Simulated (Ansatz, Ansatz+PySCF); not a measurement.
```yaml
atoms:
  - { symbol: C, position_ang: [0.6170, -1.0052, -0.5650] }
  - { symbol: C, position_ang: [0.0000, 0.0000, 0.0000] }
  - { symbol: C, position_ang: [-0.6170, 1.0052, 0.5650] }
  - { symbol: H, position_ang: [0.3510, -1.3395, -1.5733] }
  - { symbol: H, position_ang: [1.4180, -1.5427, -0.0467] }
  - { symbol: H, position_ang: [-0.2539, 2.0317, 0.4479] }
  - { symbol: H, position_ang: [-1.5151, 0.8505, 1.1721] }
```

Basis set: def2-SVP (spherical functions). Frozen core: 3 orbitals. Charge 0, multiplicity 3.

Computed with Ansatz (development build ahead of 0.2.0); each method stands on the lowest determinant of its kind that the runs found.

(1) Give the atomization energy at this shape (free ground-state atoms in the same class of orbitals less the molecule, no zero-point energy) of triplet C₃H₄ by UHF-MP2, UHF.

Answers

(1)

```csv
method,atomization energy
UHF-MP2,562.88 kcal/mol
UHF,444.20 kcal/mol
```

Caution: another spin multiplicity may lie lower; the determinant breaks the point group; the unrestricted determinant is spin contaminated.
